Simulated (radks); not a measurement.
Question: Charge is removed step by step from the 1s down level of Au, starting from 1s(up 1, down 1) 2s2 2p6 3s2 3p6 3d10 4s2 4p6 4d10 4f14 5s2 5p6 5d10 6s1. All-electron calculation, non-relativistic Kohn-Sham, r2SCAN, spin-polarised, spherical densities, point nucleus; open shells are filled with parallel spins first (spin-orbit coupling, left out, can overturn this in heavy ions); meta-GGA in the generalised Kohn-Sham scheme; relativity is left out, which matters for an element this heavy. Program: a radial shooting solver on a logarithmic mesh with Libxc functionals. At the starting occupation the eigenvalue is -73157 eV. Estimate the energy to remove one whole electron from this level, the eigenvalue at the end, and how far E(n) bends from a straight line.

Answer: Delta-SCF 73550 eV; final eigenvalue -73822 eV; the deviation from the straight line is -89.104 eV at 0.5 electron removed, the largest on the grid computed. Slater's transition state (half an electron removed) gives 73576 eV. Integrating minus the eigenvalue over the occupation (Janak's theorem) gives 73550 eV. The mean slope of the eigenvalue, de/dn, is 666 eV per electron.
